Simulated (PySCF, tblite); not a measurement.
Isomers of C7H8FO (doublet state), one GFN2-xTB conformer each. Single-point energies are computed at B3LYP/pcH-1 (PySCF, gas phase, no added dispersion term), electronic only. GFN2-xTB treats the open shell by occupation alone, and not every SCF solution was tested for stability.

**Question.** Rank them by B3LYP/pcH-1 energy, lowest first (kcal/mol).
A. `[CH2:1]=[CH:2]/[C:3](=[CH:4]/[F:5])[C:6]([CH3:7])[CH:8]=[O:9]` (doublet state) with C1–C2–C3–C4 48°, C2–C3–C6–C7 -173°, C3–C6–C8–O9 3°
B. `[CH3:1][O:2][C@@:3]12[CH:4][CH:5]=[C:6]([F:7])[C@@H:8]1[CH2:9]2` (doublet state) with C1–O2–C3–C4 -64°
C. `O=C1C[C@@H]2[CH]C[C@@]1(F)C2` [radical]

**Answer.** C (0.0), A (5.7), B (24.2).

As drawn, the highest has a three-membered ring, which the lowest lacks. GFN2-xTB itself gives, in the same order: 0.0, 28.7, 13.7. Both levels put the same isomer lowest; measured from each level's own lowest isomer, the values differ by up to 23.0 kcal/mol (C=C/C(=C/F)[C](C)C=O: 28.7 against 5.7).

**Question.** What happens when harmonic zero-point energies from GFN2-xTB frequencies are added?

**Answer.** 
```json
{"SMILES": "O=C1C[C@@H]2[CH]C[C@@]1(F)C2", "ZPE (kcal/mol)": "82.5", "electronic (kcal/mol)": "0.0", "with ZPE (kcal/mol)": "0.0"}
{"SMILES": "C=C/C(=C/F)[C](C)C=O", "ZPE (kcal/mol)": "79.7", "electronic (kcal/mol)": "5.7", "with ZPE (kcal/mol)": "2.9"}
{"SMILES": "CO[C@@]12[CH]C=C(F)[C@@H]1C2", "ZPE (kcal/mol)": "81.4", "electronic (kcal/mol)": "24.2", "with ZPE (kcal/mol)": "23.0"}
```

The zero-point energies span 2.8 kcal/mol. The order is unchanged.
